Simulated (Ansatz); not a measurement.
Frontier orbitals of `[F][Sn][SH]`.

```xyz
4

F     1.4790    0.3535    0.8235
Sn   -0.0810   -0.7404    1.2315
S    -1.2151   -0.1966   -0.8425
H    -0.1829    0.5835   -1.2125
```

The species carries charge 0 and has multiplicity 1. Correlated methods include outer-core shells of Sn, which these sets cover unevenly. Sn: def2 effective core potential. The geometry is a stationary point of PBE0-D4/def2-TZVP. It is one conformer, not always the lowest. Basis def2-TZVPP, the Gaussian-basis code of Ansatz.

Orbital energies of one run (eV). Highest occupied ones, from the top: -9.55, -9.88, -12.11, -13.39, -13.41, -13.83, -16.18, -22.72, -31.26, -31.61, -31.76, -31.84, -31.87, -34.39. Empty: -0.87, 0.71, 1.36, 2.81, 3.54, 4.33.

Which functional gave them?
A. BHLYP
B. r2SCAN0
C. ωB97M-V
D. B97M-V

C. HOMO energies: ωB97M-V -9.55, r2SCAN0 -7.75, B97M-V -6.65, BHLYP -8.46 eV.
